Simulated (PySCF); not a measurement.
These are TPSSh-D3(BJ)/def2-TZVP // r2SCAN-D4/def2-SVP in PySCF values and carry that method's errors. All species are isolated molecules in the gas phase. One relaxed conformer stands for a flexible species; it need not be the lowest. 

Reference species: [Nb(F)5] (neutral, multiplicity 1).

```yaml
coordination_number: 5
charge on the central atom (Mulliken): 2.02 e
LUMO: -3.90 eV
```

Changed species: [Nb(F)3(NH2)2] (2 of 5 F replaced by NH2; the reference has 0 of 5 F replaced by NH2).

### Question
Predict the effect on the coordination number, charge on the central atom (Mulliken) and LUMO.

### Answer
the coordination number stays essentially unchanged; the charge on the central atom (Mulliken) decreases by 0.08 e, to 1.94 e; the LUMO increases by 0.68 eV, to -3.22 eV.
